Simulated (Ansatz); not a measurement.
Cd8H22Se8⁻. Total charge -1; doublet. Geometry r2SCAN-D4/def2-SVP, that of the neutral singlet; atoms count from 1.

```tsv
atom	x (Å)	y (Å)	z (Å)
Cd1	-0.674	-5.166	1.609
Se2	-3.671	-2.944	0.937
Se3	-0.475	-3.077	-0.967
Cd4	-1.169	-1.082	-2.695
Cd5	-2.865	-0.357	1.948
Se6	-2.253	0.601	-0.546
Se7	0.980	0.552	-3.065
Cd8	2.766	3.352	-3.279
Cd9	-1.440	3.178	-0.082
Se10	-0.968	3.716	-2.887
Cd11	1.416	-2.750	0.962
Se12	-0.176	-0.809	2.418
Se13	3.403	-1.557	-0.311
Cd14	2.875	0.898	-1.147
Cd15	0.860	1.521	3.255
Se16	1.049	2.228	0.669
H17	-0.041	-6.533	0.865
H18	-1.627	-4.020	2.445
H19	-4.942	-2.349	0.450
H20	-4.305	-3.302	2.215
H21	0.390	-3.822	-1.896
H22	-2.387	-1.290	-3.863
H23	-3.942	0.236	3.110
H24	-3.621	0.887	-1.008
H25	1.771	-0.384	-3.881
H26	3.769	2.912	-4.552
H27	1.671	4.116	-2.213
H28	-2.240	4.454	0.686
H29	-2.434	3.838	-3.092
H30	-0.861	5.163	-2.643
H31	1.401	-4.046	2.105
H32	-0.312	-1.545	3.684
H33	4.297	-1.258	0.820
H34	3.324	0.191	2.652
H35	3.939	2.211	-1.517
H36	1.190	2.243	4.730
H37	3.556	0.475	3.319
H38	1.744	3.521	0.767
```

In the def2 sets Cd takes a core potential; there is no spin–orbit coupling. Single mean-field runs in def2-TZVP are fitted with def2-universal-jkfit. The highest occupied level of the charge -1 doublet lies above zero (up to 0.29 eV). By energy differences its removal costs 0.72 eV (vertical, to the charge 0 singlet, at PBE0-D4/def2-TZVP); self-interaction error and the lack of diffuse functions both raise the level. In the doublet geometry the species has come apart into loosely held pieces.

Q: Estimate the Mulliken populations of the heavy atoms from the PBE0/def2-TZVP orbitals of Ansatz.

A: 
| atom | charge (e) | spin (α − β) | d electrons |
| --- | --- | --- | --- |
| Cd1 | 0.24 | 0.03 | 9.95 |
| Se2 | -0.22 | 0.00 | – |
| Se3 | -0.54 | 0.00 | – |
| Cd4 | 0.46 | 0.02 | 9.99 |
| Cd5 | 0.41 | 0.12 | 9.98 |
| Se6 | -0.54 | -0.02 | – |
| Se7 | -0.54 | 0.00 | – |
| Cd8 | 0.24 | 0.03 | 9.95 |
| Cd9 | 0.41 | 0.12 | 9.98 |
| Se10 | -0.22 | 0.00 | – |
| Cd11 | 0.51 | 0.08 | 9.99 |
| Se12 | -0.50 | -0.03 | – |
| Se13 | -0.47 | 0.01 | – |
| Cd14 | 0.51 | 0.09 | 9.99 |
| Cd15 | 0.33 | 0.19 | 9.97 |
| Se16 | -0.50 | -0.03 | – |
Mulliken values and Mayer orders depend strongly on the basis.

Q: Where does the spin sit?

A: Summed by element: Cd 0.69, Se -0.08, H 0.39, of 1 unpaired in all. Largest on single atoms: Cd15 0.19, Cd9 0.12, Cd5 0.12.

Q: And the Mayer bond orders between bonded heavy atoms (over 0.3)?

A: Se3–Cd4 0.46 (2.73 Å); Se3–Cd11 0.44 (2.72 Å); Cd4–Se7 0.46 (2.72 Å); Cd5–Se6 0.39 (2.74 Å); Cd5–Se12 0.38 (2.77 Å); Se6–Cd9 0.39 (2.74 Å); Se7–Cd14 0.44 (2.72 Å); Cd9–Se16 0.38 (2.77 Å); Cd11–Se13 0.51 (2.64 Å); Se12–Cd15 0.43 (2.68 Å); Se13–Cd14 0.50 (2.65 Å); Cd15–Se16 0.43 (2.69 Å).
